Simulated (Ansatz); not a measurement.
A made-up structure of LiB2H2O, doublet:

```xyz
6
angstrom
Li -1.4575 -1.2664 0.1001
B 0.6627 -1.1498 0.0774
O 1.4280 -0.1166 -0.0008
B 0.0473 0.5396 -0.0389
H -1.7297 -2.8186 0.3114
H -0.3339 1.0705 0.9751
```

It is relaxed with PBE-D4/def2-SVP and then PBE0-D4/def2-TZVP (Ansatz 0.2.0). Atoms count as bonded within 1.22 times the sum of their covalent radii (H–H: 0.88 Å). The end point is not checked to be a true minimum.

(1) Does its bonding change? (A judgement: the text doesn't fix the answer.)

Results:

(1) By the calculation: Yes. Formed: B2–H5; broken: Li1–H5.

Where it ends: The first stage lowers the energy by 3.77 eV in 20 steps. It ends as LiB₂H₂O ([Li]1[BH]2[O][BH]12):
Li1  (-2.013, -0.609, -0.039)
B2  (-0.028, -1.394, 0.178)
O3  (1.131, -0.634, 0.448)
B4  (-0.044, 0.144, 0.358)
H5  (-0.195, -2.562, 0.013)
H6  (-0.234, 1.315, 0.467)
(Å)

Labels in which every atom is bracketed show which atoms are joined, not bond orders.

For scale, one of the runs: PBE0-D4/def2-TZVP relaxation, 119 basis functions, launched by `ansatz run in.yaml --threads 2 --pin off --events-out ev --progress --plain --max-ram 4352MiB`. The run took about 18 s on 2 CPU threads of an Arm Neoverse V2 (shared host).
